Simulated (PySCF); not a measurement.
Excitations are Tamm–Dancoff values on a coarser integration grid. The basis has no diffuse functions, so Rydberg states are missing or too high.

Species: H₄OSn, SMILES `[OH][SnH3]` (charge 0, multiplicity 1).

Predict the dipole moment, brightest of the four lowest singlets (TDA), HOMO, S1 excitation (TDA), HOMO–LUMO gap, S1–T1 gap (TDA), LUMO and S1 oscillator strength from r2SCAN-D4/def2-TZVP (PySCF).


| Quantity | Value |
|---|---|
| dipole moment | 0.354 e·Å |
| brightest of the four lowest singlets (TDA) | 7.20 eV |
| HOMO | -6.95 eV |
| S1 excitation (TDA) | 6.08 eV |
| HOMO–LUMO gap | 6.04 eV |
| S1–T1 gap (TDA) | 0.52 eV |
| LUMO | -0.91 eV |
| S1 oscillator strength | 0.015 |
